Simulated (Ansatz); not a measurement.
Ligand exchange: GeH2(CH3)2 + H2S2 → GeH2(CH3)(SH) + CH4S

Species: GeH2(CH3)2, singlet; H2S2 `SS`, singlet; GeH2(CH3)(SH), singlet; CH4S (methanethiol) `CS`, singlet. The partners trade CH3 for SH: Ge–CH3 and S–SH bonds give way to Ge–SH and S–CH3.

Shapes, held fixed at every level: PBE0-D4/def2-TZVP. Flexible molecules stand in one conformer, not always the lowest. Programs: Ansatz 0.2.0. The zero-point and thermal change to 298 K, harmonic and unscaled (PBE0-D4/def2-TZVP), is +2.2 kJ/mol.

```tsv
level	kind	ΔH(298 K) (kJ/mol)	less CCSD(T)/def2-TZVPP
HF/def2-SVP	Hartree–Fock	-66.3	-17.8
PBE-D4/def2-TZVPP	GGA	-42.2	+6.3
B3LYP-D4/def2-TZVPP	global hybrid	-45.2	+3.3
BHLYP-D4/def2-TZVPP	global hybrid	-50.3	-1.8
B2PLYP/def2-TZVPP	double hybrid	-47.2	+1.3
CCSD/def2-SVP	coupled cluster or CI	-62.7	-14.2
CCSD(T)/def2-TZVPP	coupled cluster or CI	-48.5	0.0
```

The highest level, CCSD(T)/def2-TZVPP, gives ΔH(298 K) = -48.5 kJ/mol; the levels span -66.3 to -42.2. The column of differences is taken from that level and isn't an error. No measured value is set beside it here. Relativity is left out for Ge unless named. Correlated rows may include outer-core shells of Ge, which these sets cover unevenly.
